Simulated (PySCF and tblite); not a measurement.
Values are calculated unless marked as measured or tabulated.
C6H6O3, numbered as in [CH3:1][C:2](=[O:3])[c:4]1[cH:5][o:6][c:7]([OH:8])[cH:9]1.

Search: ETKDG and KDG, MMFF94s, GFN2-xTB, 90 starts; geometries at GFN2-xTB. Free energies are PBE0-D3(BJ)/pcSseg-1 single points with GFN2-xTB rigid-rotor and vibrational terms (modes under about 100 cm⁻¹ blended into free rotors). Symmetry numbers and mirror images are counted. Conformers within 2.5 kcal/mol (GFN2-xTB free energy) were kept, 4 at most. Couplings: B3LYP/pcSseg-1 with pcJ-1 on H (gas phase; spin-dipole term only for pairs with B, N, F, Si or P). Couplings are for ¹H. Run with PySCF (density fitting) and tblite.

Torsions listed: O3–C2–C4–C5, O6–C7–O8–H8.

```
conformer     shape  weight %
        1  180°, 0°      58.7
        2    0°, 0°      41.3
```

(1) Give the couplings in each conformer and the averages at 298.15 K (pairs that fast motion interchanges averaged).

Other tautomers (keto or thione forms) aren't considered and may dominate.

## Answers

(1) 
| coupling | pairs | 1 | 2 | average (Hz) |
| --- | --- | --- | --- | --- |
| ²J(H1,H1) | 3 | -15.3 | -15.3 | -15.3 |
| ⁴J(H5,H9) | 1 | 0.8 | 0.9 | 0.8 |


Conformer gaps in pcSseg-1 on xTB geometries can be 2 kcal/mol off for S=O, P=O and other polar bonds.